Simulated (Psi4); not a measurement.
I4Zr (SMILES [I][Zr]([I])([I])[I]), singlet, at a GFN2-xTB geometry (such geometries of metal compounds can be far from the true shape) (all electrons, no relativity); HF/3-21G (Psi4 1.11).

Psi4 was given this input:
```
memory 2 GB

molecule mol {
0 1
  Zr   -0.000000    0.000000   -0.000000
  I     2.185457   -0.649465   -1.611235
  I     0.865279    0.403455    2.623475
  I    -1.198477    2.334034   -0.953962
  I    -1.852259   -2.088024   -0.058278
}

set basis 3-21g
set reference rhf
set scf_type pk

energy('scf')
print_variables()
```

The log (banner, timings and long lists left out):

```
   => Loading Basis Set <=

    Name: 3-21G
    Role: ORBITAL
    Keyword: BASIS

         ---------------------------------------------------------
                                   SCF
               by Justin Turney, Rob Parrish, Andy Simmonett
                          and Daniel G. A. Smith
                              RHF Reference
         ---------------------------------------------------------

  ==> Geometry <==

    Molecular point group: c1
    Full point group: C1

    Geometry (in Angstrom), charge = 0, multiplicity = 1:

       Center              X                  Y                   Z               Mass
    ------------   -----------------  -----------------  -----------------  -----------------
         ZR           0.000000000000    -0.000000000000    -0.000000000000    89.904697700000
         I            2.185457000000    -0.649465000000    -1.611235000000   126.904471900000
         I            0.865279000000     0.403455000000     2.623475000000   126.904471900000
         I           -1.198477000000     2.334034000000    -0.953962000000   126.904471900000
         I           -1.852259000000    -2.088024000000    -0.058278000000   126.904471900000

  Running in c1 symmetry.

  Rotational constants: A =      0.00639  B =      0.00639  C =      0.00639 [cm^-1]
  Rotational constants: A =    191.60434  B =    191.60432  C =    191.60430 [MHz]
  Nuclear repulsion = 3563.667930496397275

  Charge       = 0
  Multiplicity = 1
  Electrons    = 252
  Nalpha       = 126
  Nbeta        = 126

  ==> Algorithm <==

  SCF Algorithm Type is PK.
  DIIS enabled.
  MOM disabled.
  Fractional occupation disabled.
  Guess Type is SAD.
  Energy threshold   = 1.00e-06
  Density threshold  = 1.00e-06
  Integral threshold = 1.00e-12

  ==> Primary Basis <==

  Basis Set: 3-21G
    Blend: 3-21G
    Number of shells: 66
    Number of basis functions: 171
    Number of Cartesian functions: 171
    Spherical Harmonics?: false
    Max angular momentum: 2

  ==> Integral Setup <==

  Using integral reordering PK algorithm.
  Sizing the integral batches needed.
  Building batch lookup table.
   Calculation information:
      Number of atoms:                   5
      Number of AO shells:              66
      Number of primitives:            165
      Number of atomic orbitals:       171
      Number of basis functions:       171

      Integral cutoff                 1.00e-12
      Number of threads:                 1

[...]

  ==> Iterations <==

                        Total Energy        Delta E     RMS |[F,P]|

   @RHF iter SAD: -31063.52395462762433   -3.10635e+04   0.00000e+00
   @RHF iter   1: -31073.44387697063939   -9.91992e+00   4.43564e-03 DIIS/ADIIS
   @RHF iter   2: -31072.45765460147959    9.86222e-01   9.11607e-03 DIIS/ADIIS
   @RHF iter   3: -31073.81565039757697   -1.35800e+00   3.67493e-04 DIIS/ADIIS
   @RHF iter   4: -31073.81780246911876   -2.15207e-03   9.73456e-05 DIIS
   @RHF iter   5: -31073.81823830383291   -4.35835e-04   3.22904e-05 DIIS
   @RHF iter   6: -31073.81834740983686   -1.09106e-04   1.12760e-05 DIIS
   @RHF iter   7: -31073.81836771384769   -2.03040e-05   2.29703e-06 DIIS
   @RHF iter   8: -31073.81836845874932   -7.44902e-07   2.99255e-07 DIIS
  Energy and wave function converged.

  ==> Post-Iterations <==

    Orbital Energies [Eh]
    ---------------------

    Doubly Occupied:

[...]
    Virtual:

[...]
    Final Occupation by Irrep:
              A
    DOCC [   126 ]
    NA   [   126 ]
    NB   [   126 ]

  @RHF Final Energy: -31073.81836845874932

   => Energetics <=

    Nuclear Repulsion Energy =           3563.6679304963972754
    One-Electron Energy =              -49889.9950635786590283
    Two-Electron Energy =               15252.5087646235115244
    Total Energy =                     -31073.8183684587493190

Computation Completed

Properties will be evaluated at   0.000000,   0.000000,   0.000000 [a0]

Properties computed using the SCF density matrix

 Multipole Moments:

 ------------------------------------------------------------------------------------
     Multipole            Electronic (a.u.)      Nuclear  (a.u.)        Total (a.u.)
 ------------------------------------------------------------------------------------

 L = 1.  Multiply by 2.5417464519 to convert [e a0] to [Debye]
 Dipole X            :         -0.0000003            0.0000000           -0.0000003
 Dipole Y            :         -0.0000004            0.0000000           -0.0000004
 Dipole Z            :          0.0000002            0.0000000            0.0000002
 Magnitude           :                                                    0.0000006

 ------------------------------------------------------------------------------------

  Variable Map:
  ----------------------------------------------------------------------------
[...]
  Array Variable Map:
  ----------------------------------------------------------------------------
[...]
[...]
```
